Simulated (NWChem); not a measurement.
System: C2H3AlClF; SMILES C=[CH][Al]([F])[Cl]

NWChem input:

```
start job
memory heap 200 mb stack 900 mb global 1100 mb
geometry units angstroms noautosym nocenter noautoz
  Al    -0.529141     0.089475     0.000000
  F     -2.038927     0.812223     0.000000
  Cl     1.151159     1.361780     0.000000
  C     -0.292440    -1.827406     0.000000
  C      0.948091    -2.365684     0.000000
  H     -1.156920    -2.517333     0.000000
  H      1.119699    -3.457870     0.000000
  H      1.856921    -1.737455     0.000000
end
basis spherical
  * library 6-31g*
end
dft
  xc hfexch
  iterations 150
  mulliken
end
task dft energy
esp
  recalculate
  probe 0.07
  range 0.3
  factor 1.0
  spacing 0.02
end
task esp
```

NWChem printed, in part:

```
             Northwest Computational Chemistry Package (NWChem) 7.3.0
             --------------------------------------------------------

                             Geometry "geometry" -> ""
                             -------------------------

 Output coordinates in angstroms (scale by  1.889725989 to convert to a.u.)

  No.       Tag          Charge          X              Y              Z
 ---- ---------------- ---------- -------------- -------------- --------------
    1 Al                  13.0000    -0.52914100     0.08947500     0.00000000
    2 F                    9.0000    -2.03892700     0.81222300     0.00000000
    3 Cl                  17.0000     1.15115900     1.36178000     0.00000000
    4 C                    6.0000    -0.29244000    -1.82740600     0.00000000
    5 C                    6.0000     0.94809100    -2.36568400     0.00000000
    6 H                    1.0000    -1.15692000    -2.51733300     0.00000000
    7 H                    1.0000     1.11969900    -3.45787000     0.00000000
    8 H                    1.0000     1.85692100    -1.73745500     0.00000000

 Effective nuclear repulsion energy (a.u.)     243.1508027024

  xc_inp: hfexch multiplicative factor not found.

                                 NWChem DFT Module
                                 -----------------

 Summary of "ao basis" -> "ao basis" (spherical)
 ------------------------------------------------------------------------------
       Tag                 Description            Shells   Functions and Types
 ---------------- ------------------------------  ------  ---------------------
 Al                          6-31g*                  8       18   4s3p1d
 F                           6-31g*                  6       14   3s2p1d
 Cl                          6-31g*                  8       18   4s3p1d
 C                           6-31g*                  6       14   3s2p1d
 H                           6-31g*                  2        2   2s

            General Information
            -------------------
          SCF calculation type: DFT
          Wavefunction type:  closed shell.
          No. of atoms     :     8
          No. of electrons :    54
           Alpha electrons :    27
            Beta electrons :    27
          Charge           :     0
          Spin multiplicity:     1
          Use of symmetry is: off; symmetry adaption is: off
          Maximum number of iterations: 150
          AO basis - number of functions:    84
                     number of shells:    40
          Convergence on energy requested:  1.00D-06
          Convergence on density requested:  1.00D-05
          Convergence on gradient requested:  5.00D-04

              XC Information
              --------------
                     Hartree-Fock (Exact) Exchange  1.000

      Superposition of Atomic Density Guess
      -------------------------------------

 Sum of atomic energies:        -877.49677136

      Non-variational initial energy
      ------------------------------

 Total energy =    -878.895218
 1-e energy   =   -1697.172538
 2-e energy   =     575.126517
 HOMO         =      -0.333820
 LUMO         =      -0.022305

     ---------------------------------------------
      Total Density - Mulliken Population Analysis
     ---------------------------------------------

    Atom       Charge   Shell Charges
 -----------   ------   -------------------------------------------------------
    1 Al  13    11.67   2.00  2.00  5.97  0.68  0.61  0.15  0.09  0.16
    2 F    9     9.73   2.00  0.95  3.52  1.02  2.23  0.01
    3 Cl  17    17.46   2.00  2.00  5.98  1.38  3.74  0.55  1.80  0.01
    4 C    6     6.47   2.00  0.74  1.93  0.63  1.14  0.02
    5 C    6     6.34   2.00  0.74  1.85  0.64  1.09  0.03
    6 H    1     0.77   0.46  0.31
    7 H    1     0.78   0.46  0.32
    8 H    1     0.79   0.46  0.32

   convergence    iter        energy       DeltaE   RMS-Dens  Diis-err
 ---------------- ----- ----------------- --------- --------- ---------
 d= 0,ls=0.0,diis     1   -878.3605710174 -1.12D+03  7.89D-03  5.65D-01
 d= 0,ls=0.0,diis     2   -878.4217793544 -6.12D-02  2.32D-03  1.87D-01
 d= 0,ls=0.0,diis     3   -878.4373306350 -1.56D-02  9.20D-04  4.55D-03
 d= 0,ls=0.0,diis     4   -878.4383450447 -1.01D-03  2.08D-04  2.30D-04
 d= 0,ls=0.0,diis     5   -878.4383985118 -5.35D-05  7.26D-05  1.54D-05
  Resetting Diis
 d= 0,ls=0.0,diis     6   -878.4384045221 -6.01D-06  2.10D-05  1.69D-06
 d= 0,ls=0.0,diis     7   -878.4384050572 -5.35D-07  6.76D-06  2.42D-07

         Total DFT energy =     -878.438405057154
      One electron energy =    -1700.640768825121
           Coulomb energy =      646.413133070971
    Exchange-Corr. energy =      -67.361572005357
 Nuclear repulsion energy =      243.150802702353

 Numeric. integr. density =        0.000000000000

                       DFT Final Molecular Orbital Analysis
                       ------------------------------------

 Vector   25  Occ=2.000000D+00  E=-4.697307D-01
              MO Center=  1.0D+00,  9.7D-01, -4.1D-14, r^2= 2.5D+00
   Bfn.  Coefficient  Atom+Function         Bfn.  Coefficient  Atom+Function
  ----- ------------  ---------------      ----- ------------  ---------------
    39      0.473625  3 Cl px                40     -0.464862  3 Cl py
    44     -0.272463  3 Cl py                43      0.262413  3 Cl px
    35     -0.184112  3 Cl px                36      0.180271  3 Cl py
     8     -0.118519  1 Al py                54      0.098863  4 C  py
    68     -0.099044  5 C  py                81      0.064563  7 H  s

 Vector   26  Occ=2.000000D+00  E=-4.486116D-01
              MO Center=  1.2D-01, -1.1D+00, -7.6D-15, r^2= 3.8D+00
   Bfn.  Coefficient  Atom+Function         Bfn.  Coefficient  Atom+Function
  ----- ------------  ---------------      ----- ------------  ---------------
    54      0.363818  4 C  py                40      0.327255  3 Cl py
     8     -0.246089  1 Al py                58      0.225925  4 C  py
    44      0.184633  3 Cl py                68     -0.170995  5 C  py
     6      0.164848  1 Al s                 79     -0.147075  6 H  s
    56      0.141906  4 C  s                 80     -0.138718  6 H  s

 Vector   27  Occ=2.000000D+00  E=-3.933179D-01
              MO Center=  2.8D-01, -2.0D+00,  2.3D-15, r^2= 1.8D+00
   Bfn.  Coefficient  Atom+Function         Bfn.  Coefficient  Atom+Function
  ----- ------------  ---------------      ----- ------------  ---------------
    55      0.365593  4 C  pz                69      0.350133  5 C  pz
    59      0.312332  4 C  pz                73      0.284943  5 C  pz
    41     -0.087439  3 Cl pz                45     -0.065849  3 Cl pz
     9      0.056700  1 Al pz                13      0.051590  1 Al pz
    15     -0.037126  1 Al d -1              37      0.034149  3 Cl pz

 Vector   28  Occ=0.000000D+00  E= 6.530518D-02
              MO Center= -2.8D-01, -5.1D-01,  4.0D-14, r^2= 5.4D+00
   Bfn.  Coefficient  Atom+Function         Bfn.  Coefficient  Atom+Function
  ----- ------------  ---------------      ----- ------------  ---------------
    13      0.704379  1 Al pz                73     -0.384180  5 C  pz
     9      0.325530  1 Al pz                69     -0.242473  5 C  pz
    45     -0.217535  3 Cl pz                27     -0.149291  2 F  pz
    41     -0.139651  3 Cl pz                 5     -0.130682  1 Al pz
    59      0.121817  4 C  pz                23     -0.120671  2 F  pz

 Vector   29  Occ=0.000000D+00  E= 9.524614D-02
              MO Center= -4.4D-01,  2.6D-01, -1.1D-11, r^2= 5.3D+00
   Bfn.  Coefficient  Atom+Function         Bfn.  Coefficient  Atom+Function
  ----- ------------  ---------------      ----- ------------  ---------------
    10      1.708172  1 Al s                 42     -0.576180  3 Cl s
    56     -0.466107  4 C  s                 43      0.276827  3 Cl px
    24     -0.266570  2 F  s                 58     -0.256388  4 C  py
    44      0.219452  3 Cl py                11      0.196435  1 Al px
     2     -0.174843  1 Al s                 39      0.139330  3 Cl px

[...]

                     NWChem Electrostatic Potential Fit Module
                     -----------------------------------------

 Atom parameters

 Number of atoms is                                    8
 Number of basis functions is                         84

 Grid parameters

 Maximum number of grid points is                  37304
 Number of grid points is                          37303
 Grid range                                     0.300000 nm
 Grid spacing                                   0.020000 nm
 Probe radius                                   0.070000 nm
 Atom radius factor                             1.000000

 Atomic radii

    1    0.100000
    6    0.147000
    9    0.128000
   13    0.195000
   17    0.169000
 FASTESP  F
  using M.O. file = ./job.movecs

    Atom              Coordinates                           Charge

                                                  ESP

    1 Al   -0.052914    0.008948    0.000000    1.153534
    2 F    -0.203893    0.081222    0.000000   -0.493385
    3 Cl    0.115116    0.136178    0.000000   -0.388177
    4 C    -0.029244   -0.182741    0.000000   -0.551470
    5 C     0.094809   -0.236568    0.000000   -0.148700
    6 H    -0.115692   -0.251733    0.000000    0.182509
    7 H     0.111970   -0.345787    0.000000    0.145201
    8 H     0.185692   -0.173746    0.000000    0.100488
                                            ------------
                                               -0.000000

 Dipole moment                                  1.156798

 Quadrupole moment Qxx                         -7.454039
                   Qyy                         -2.011727
                   Qzz                          9.465766

 RMS deviation kJ/mol                           0.064397

 RRMS %                                        25.134268
```

Level: Hartree-Fock/6-31G* (spherical d). Coordinates come from a PBE-D3(BJ)/def2-SVP optimisation.
